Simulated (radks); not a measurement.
Results of a calculation; reference values are marked as such.
Q: Radial electron density D(r) = 4 pi r^2 rho(r) of an atom or ion with 47 electrons. Level of theory: Dirac Kohn-Sham, PBE, spin-unpolarised, spherical densities, finite nucleus; Fermi nuclear charge, rms radius of each element as measured or else 0.836 A^(1/3) + 0.57 fm (a radial shooting solver on a logarithmic mesh with Libxc functionals).

r (bohr)  D(r) (e/bohr)
0.001462          2.450
0.001981          4.130
0.002706          6.932
0.003697          11.35
0.005051          17.96
0.006845          26.86
0.009352          38.19
0.01278           49.97
0.01745           58.68
0.02365           60.59
0.03232           55.88
0.04415           52.11
0.05983           58.95
0.08174           72.92
0.1117            73.30
0.1526            56.57
0.2068            51.94
0.2825            60.97
0.3859            46.97
0.5272            21.48
0.7145            17.28
0.9761            18.12
1.333             10.91
1.822             4.462
2.469             1.682
3.373            0.5793
4.608            0.1599
6.245           0.02997
8.532          0.002616

What is the nuclear charge?

A: Z = 47. The innermost maximum, from 1s, lies near gamma/Z bohr with gamma = sqrt(1 - (Z/c)^2) = 0.939, here 0.02 bohr (found: 0.0218), and its height grows with Z. The density is that of neutral silver in [Kr] 4d10 5s1; the configuration itself is not fixed sharply by these data, and Z only to a few units. D(r) has 4 maxima, at r = 0.0218, 0.0967, 0.289, 0.873 bohr, and minima at 0.0434, 0.188, 0.649 bohr, inside which lie 2.04, 11.15, 29.05 electrons.
